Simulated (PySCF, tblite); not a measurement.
C6H6ClFO.
Z-matrix (Å and degrees, GFN2-xTB geometry), rows numbered from 1:
```
C 
C   1  1.4813
C   2  1.3507  1  129.75
C   3  1.4705  2  121.36  1    -0.35
O   4  1.2050  3  127.22  2   176.71
C   3  1.4670  2  120.17  1   179.96
Cl  6  1.7426  3  117.40  2    14.30
C   6  1.3328  3  124.75  2  -165.88
F   8  1.3369  6  121.71  3  -179.84
H   1  1.0908  2  108.80  3  -117.44
H   1  1.0842  2  114.42  3     4.35
H   1  1.0904  2  108.92  3   126.54
H   2  1.0836  1  113.23  3   179.12
H   4  1.1027  3  113.31  2    -3.57
H   8  1.0782  6  125.18  3    -0.17
```

The calculation used CAM-B3LYP/def2-SVPD in PySCF (dipole) on a GFN2-xTB geometry, gas phase.

Take the most abundant isotopes and a rigid rotor. The values belong to one conformer with, in the numbering `[CH3:1]/[CH:2]=[C:3]([CH:4]=[O:5])/[C:6]([Cl:7])=[CH:8]/[F:9]`, C2–C3–C4–O5 177°, C2–C3–C6–Cl7 14°.

(1) Give the principal moments of inertia and the rotational constants in MHz.

(2) What kind of rotor is it?

(3) What does the inertial defect say?

(4) Give the other two planar moments, Paa and Pbb, and the rms extents of the mass along the axes.

(5) Where do the levels up to J = 5 lie, in cm⁻¹?

(6) Predict some low-J microwave lines.

(7) Estimate the classical rotational partition function at 25 K, 200 K and 298.15 K.

Answers

(1) Ia = 288.23, Ib = 477.46, Ic = 754.88 u·Å²; 505379 MHz·u·Å²/I gives A = 1753, B = 1058, C = 669.5 MHz.

(2) An asymmetric top: κ = (2 × 1058 − 1753 − 669.5)/(1753 − 669.5) = -0.28.

(3) Not planar: Δ = Ic − Ia − Ib = -10.82 u·Å². For a rigid frame Δ = −2 Σ m c², so Σ m c² = 5.41 u·Å² lies off the ab plane: 1.85 from hydrogen and 3.56 from heavier atoms. The atom farthest from that plane is 1.13 Å away.

(4) Paa = Σ m a² = (Ib + Ic − Ia)/2 = 472.05 and Pbb = Σ m b² = (Ia + Ic − Ib)/2 = 282.83 u·Å². With the mass M = 148.01 u, the rms extents √(P/M) along a, b and c are 1.79, 1.38, 0.19 Å.

(5) Above 0(0,0):
J = 1: 1(0,1) 0.0576, 1(1,1) 0.0808, 1(1,0) 0.0938
J = 2: 2(0,2) 0.1688, 2(1,2) 0.1831, 2(1,1) 0.2220, 2(2,1) 0.2916, 2(2,0) 0.2957
J = 3: 3(0,3) 0.3274, 3(1,3) 0.3343, 3(1,2) 0.4113, 3(2,2) 0.4645, 3(2,1) 0.4829, 3(3,1) 0.6151, 3(3,0) 0.6160
J = 4: 4(0,4) 0.5299, 4(1,4) 0.5326, 4(1,3) 0.6567, 4(2,3) 0.6918, 4(2,2) 0.7381, 4(3,2) 0.8519, 4(3,1) 0.8576, 4(4,1) 1.0543, 4(4,0) 1.0545
J = 5: 5(0,5) 0.7759, 5(1,5) 0.7769, 5(1,4) 0.9516, 5(2,4) 0.9709, 5(2,3) 1.0583, 5(3,3) 1.1476, 5(3,2) 1.1675, 5(4,2) 1.3516, 5(4,1) 1.3529, 5(5,1) 1.6103, 5(5,0) 1.6103
The levels of one J sum to (2J + 1)J(J + 1)(A + B + C)/3.

(6) The dipole components are |μa| = 3.80 D, |μb| = 1.97 D, |μc| = 0.50 D. Intensities carry the squares of the components, which stand as 1.00 : 0.27 : 0.02 (a : b : c). Some lines, for components of 0.1 D or more:

```json
{"type": "c", "branch": "Q", "J(Ka,Kc)": "5(2,4) ← 5(1,4)", "MHz": "578", "lower level (cm⁻¹)": "0.952"}
{"type": "a", "branch": "Q", "J(Ka,Kc)": "5(3,2) ← 5(3,3)", "MHz": "595", "lower level (cm⁻¹)": "1.148"}
{"type": "c", "branch": "Q", "J(Ka,Kc)": "1(1,1) ← 1(0,1)", "MHz": "695", "lower level (cm⁻¹)": "0.058"}
{"type": "b", "branch": "R", "J(Ka,Kc)": "1(1,1) ← 0(0,0)", "MHz": "2423", "lower level (cm⁻¹)": "0.000"}
{"type": "b", "branch": "Q", "J(Ka,Kc)": "3(1,2) ← 3(0,3)", "MHz": "2515", "lower level (cm⁻¹)": "0.327"}
{"type": "b", "branch": "Q", "J(Ka,Kc)": "3(3,0) ← 3(2,1)", "MHz": "3989", "lower level (cm⁻¹)": "0.483"}
{"type": "a", "branch": "R", "J(Ka,Kc)": "3(1,3) ← 2(1,2)", "MHz": "4532", "lower level (cm⁻¹)": "0.183"}
{"type": "c", "branch": "R", "J(Ka,Kc)": "2(1,1) ← 1(0,1)", "MHz": "4929", "lower level (cm⁻¹)": "0.058"}
{"type": "b", "branch": "Q", "J(Ka,Kc)": "5(1,4) ← 5(0,5)", "MHz": "5269", "lower level (cm⁻¹)": "0.776"}
{"type": "a", "branch": "R", "J(Ka,Kc)": "3(2,1) ← 2(2,0)", "MHz": "5613", "lower level (cm⁻¹)": "0.296"}
{"type": "c", "branch": "Q", "J(Ka,Kc)": "4(4,1) ← 4(3,1)", "MHz": "5898", "lower level (cm⁻¹)": "0.858"}
{"type": "a", "branch": "R", "J(Ka,Kc)": "4(3,2) ← 3(3,1)", "MHz": "7100", "lower level (cm⁻¹)": "0.615"}
{"type": "a", "branch": "R", "J(Ka,Kc)": "4(1,3) ← 3(1,2)", "MHz": "7358", "lower level (cm⁻¹)": "0.411"}
{"type": "a", "branch": "R", "J(Ka,Kc)": "5(2,4) ← 4(2,3)", "MHz": "8368", "lower level (cm⁻¹)": "0.692"}
{"type": "a", "branch": "R", "J(Ka,Kc)": "5(4,2) ← 4(4,1)", "MHz": "8911", "lower level (cm⁻¹)": "1.054"}
{"type": "a", "branch": "R", "J(Ka,Kc)": "5(3,2) ← 4(3,1)", "MHz": "9290", "lower level (cm⁻¹)": "0.858"}
{"type": "b", "branch": "R", "J(Ka,Kc)": "3(3,1) ← 2(2,0)", "MHz": "9575", "lower level (cm⁻¹)": "0.296"}
{"type": "c", "branch": "R", "J(Ka,Kc)": "4(2,2) ← 3(1,2)", "MHz": "9798", "lower level (cm⁻¹)": "0.411"}
{"type": "b", "branch": "R", "J(Ka,Kc)": "5(5,1) ← 4(4,0)", "MHz": "16662", "lower level (cm⁻¹)": "1.054"}
{"type": "c", "branch": "R", "J(Ka,Kc)": "5(5,0) ← 4(4,0)", "MHz": "16663", "lower level (cm⁻¹)": "1.054"}
{"type": "b", "branch": "R", "J(Ka,Kc)": "5(5,0) ← 4(4,1)", "MHz": "16667", "lower level (cm⁻¹)": "1.054"}
```

(7) Point group C1, symmetry number σ = 1; q = (√π/σ)·√((kT/h)³/(ABC)), k/h = 20836.6 MHz/K: 18900 at 25 K, 428000 at 200 K, 779000 at 298.15 K.

Its GFN2-xTB frequencies are all real (lowest 16 cm⁻¹). Zero-point vibration and centrifugal distortion are left out. A rigid rotor knows nothing of internal rotation, which can split or shift real lines. Quadrupole hyperfine structure (35Cl) is left out.

Hardware: one thread, Arm Neoverse N1 (aarch64), shared host with 64 logical CPUs at a one-minute load of 58. Cost: 1.9 min wall, 1.1 GiB resident at most. This is the CAM-B3LYP/def2-SVPD job that gave the dipole, with the excitations it also computed.
